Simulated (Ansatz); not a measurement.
Reaction (formal exchange of groups at a Ge–C bond): `C=[CH][GeH2][Cl]` + `[SiH3]Cl` → `Cl[SiH2][GeH2][Cl]` + `C=C`

Calculated with Ansatz (gas phase, PBE0-D4/def2-TZVP geometries, no zero-point term in ΔE). CBS: MP2 limit from def2 TZ/QZ plus the TZ coupled-cluster correction, frozen cores. This one scheme is used for every species. Functionals use def2-TZVPP. For Ge outer-core shells are correlated without core-valence functions, which leaves a few kJ/mol of doubt a bond. Scalar relativity is left out up to krypton. One conformer a species, not always the lowest.

`C=[CH][GeH2][Cl]`:

Cartesian coordinates in Å:
```
C 0.862 1.306 -0.101
C 0.790 -0.010 -0.244
Ge -0.806 -1.036 0.118
Cl -2.340 0.345 0.755
H 1.777 1.852 -0.313
H 0.011 1.892 0.234
H 1.665 -0.563 -0.581
H -1.345 -1.746 -1.133
H -0.614 -2.040 1.265
```

`[SiH3]Cl`:

Cartesian coordinates in Å:
```
Si -0.078 0.065 0.079
Cl 1.175 -0.969 -1.178
H -1.365 -0.664 0.163
H -0.289 1.421 -0.478
H 0.557 0.147 1.414
```

`Cl[SiH2][GeH2][Cl]`:

Z-matrix (Å, degrees):
```
Si
Ge 1 2.383
Cl 1 2.053 2 108.5
H 1 1.482 2 110.2 3 119.1
H 1 1.484 2 110.7 3 -119.0
Cl 2 2.162 1 106.3 3 -63.6
H 2 1.535 1 113.3 3 53.2
H 2 1.538 1 113.2 3 179.8
```

`C=C`:

Cartesian coordinates in Å:
```
C 0.568 -0.331 0.073
C -0.568 0.331 -0.073
H 0.843 -0.790 1.016
H 1.272 -0.440 -0.746
H -0.843 0.790 -1.016
H -1.272 0.440 0.746
```

CCSD(T)/CBS gives -15.7 kJ/mol.

(1) Another level gave -16.3 kJ/mol. Which?
A. MP2/def2-TZVPP
B. CAM-B3LYP/def2-TZVPP
C. PBE/def2-TZVPP
D. r2SCANh-D4/def2-TZVPP

Largest T1 diagnostic among the species: 0.011.

## Answers

(1) B. CAM-B3LYP -16.3, r2SCANh-D4 -21.0, MP2/def2-TZVPP -7.5, PBE -27.1 kJ/mol.

From PBE to PBE0 (25 % exact exchange), in def2-TZVPP and without D4, ΔE moves by +3.1 kJ/mol. At CCSD(T), def2-SVP lies +6.3 kJ/mol from the extrapolated value and def2-TZVPP +3.6 kJ/mol. Leaving LDA and LC-ωPBE aside and taking each functional with its dispersion term where it has one, the values, not all of them listed here, spread over 12.1 kJ/mol, from PBE-D4 to B2PLYP. LDA lies +4.3 kJ/mol from PBE without D4.

CCSD(T)/CBS has its own doubt, a few kJ/mol and more with outer-core shells, so smaller differences from it don't rank the levels.
